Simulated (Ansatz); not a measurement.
Q: Name a neutral molecule of C, Ge, O, Si and H with LUMO energy (ωB97M-V/def2-TZVPP) between 1.50 and 1.80 eV and LUMO energy (B3LYP/def2-TZVPP) between -0.15 and 0.15 eV (Ansatz, PBE0-D4/def2-TZVP geometry).

A: `O[SiH2][CH2][GeH3]` (1.78 eV, -0.08 eV). Other molecules can fit too; these were computed, each in one conformer that needn't be the lowest.

B3LYP here is the variant with VWN-RPA as its local correlation; programs differ in this.
